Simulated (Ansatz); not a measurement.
Basis-set extrapolation for C₆H₁₅AlO₃ (`CC[O][Al]([O]CC)[O]CC`) (PBE0-D4/def2-TZVP geometry, frozen core, Ansatz). Multiplicity 1, RHF reference.

|  | def2-TZVPP | def2-QZVPP |
| --- | --- | --- |
| HF | -702.805637 | -702.835379 |
| MP2 correlation | -1.825395 | -1.954731 |
| CCSD(T) correlation | -1.972732 | not run |

Energies in hartree. Use E(X) = E(∞) + A·exp(−7.88·√X) for Hartree–Fock and E(X) = E(∞) + B·X^(−2.97) for correlation, with X = 3 and 4, and add CCSD(T) minus MP2 of the smaller set to the MP2 limit.

**Question.** What is the CCSD(T) energy at the basis-set limit?

**Answer.** HF limit: -702.835379 + (-0.029742) × 0.13774 = -702.83948. MP2 limit: -1.954731 + (-0.129336) × 0.74074 = -2.05054. Higher-order term: -1.972732 − (-1.825395) = -0.14734. Total: -705.03736 hartree, 162.5 kcal/mol below CCSD(T)/def2-TZVPP.
